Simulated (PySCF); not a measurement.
Sn(H)(F)2(OH), SMILES [OH][SnH]([F])[F] at its PBE0/def2-SVP optimised geometry (Å):

```
6

Sn    -0.8322    -0.4718     0.0000
O      1.1217    -0.4718     0.0000
F     -1.4294    -1.0974     1.7211
F     -1.4224     1.3612     0.0000
H     -1.4963    -1.3612    -1.2750
H      1.4963     0.0333     0.7327
```

Method: PBE0/def2-TZVP, def2 effective core potentials past Kr (PySCF 2.14.0). The core electrons that the potentials of Sn replace are not part of the density.

Map of the electron localisation function on the plane z = 1.2 Å:

```
|                           |
|                           |
|                           |
|                           |
|        .                  |
|     ..::..                |
|     .:---:.               |
|    .:-==-:.               |
|    .:-==-:.               |
|     .:-::.      .:--.     |
|       ...      .-***+:    |
|                :*%%#*=    |
|               .=#@@%#=.   |
|      ..........=#@@@#=.   |
|    .:-==:.....:=*%@%+:    |
|   .-+*##+-....:-+**+-.    |
|  .:=*%%%#+:. ..--=-:.     |
|  .:+#%%%%*-.  .:-::.      |
|  .:=#%%%%*-.   :::..      |
|   :-*#%%#+-.   .::.       |
|   .:=+**+=:     ...       |
|    .:-==-:.               |
|     ..::..                |
|                           |
|                           |
|                           |
|                           |
```
Scale: ten equal steps from 0.000 (start of ' ') to 0.916 (end of '@'), in the order ' .:-=+*#%@'; x runs from -3.50 to 3.50, y from -3.50 (bottom) to 3.50 (top).
